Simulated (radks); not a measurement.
Task: Successive ionisation energies (eV) of one element, from differences of total energies of ions in their ground configurations, starting at charge 66: 15674.3, 16113.1, 16355.1, 67408, 68398. All-electron calculation, non-relativistic Kohn-Sham, LDA (Slater exchange, Perdew-Wang correlation), spin-unpolarised, spherical densities, point nucleus; relativity is left out, which matters for an element this heavy. Program: a radial shooting solver on a logarithmic mesh with Libxc functionals. Which element is it?

Result: Lutetium (Z = 71). The first species listed is Lu66+ in [He] 2s2 2p1, the last Lu70+ in 1s1.
